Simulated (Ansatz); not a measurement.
Basis-set extrapolation for `B[SiH2][SiH2]Cl` (PBE0-D4/def2-TZVP geometry, frozen core, the Gaussian-basis code of Ansatz). Multiplicity 1, RHF reference.

|  | def2-TZVPP | def2-QZVPP |
| --- | --- | --- |
| HF | -1065.581506 | -1065.613159 |
| MP2 correlation | -0.551659 | -0.596627 |
| CCSD(T) correlation | -0.643415 | not run |

Energies in hartree. Use E(X) = E(∞) + A·exp(−7.88·√X) for Hartree–Fock and E(X) = E(∞) + B·X^(−2.97) for correlation, with X = 3 and 4, and add CCSD(T) minus MP2 of the smaller set to the MP2 limit.

Q: What is the CCSD(T) energy at the basis-set limit?

A: HF limit: -1065.613159 + (-0.031653) × 0.13774 = -1065.61752. MP2 limit: -0.596627 + (-0.044968) × 0.74074 = -0.62994. Higher-order term: -0.643415 − (-0.551659) = -0.09176. Total: -1066.33922 hartree, 3.11 eV below CCSD(T)/def2-TZVPP.
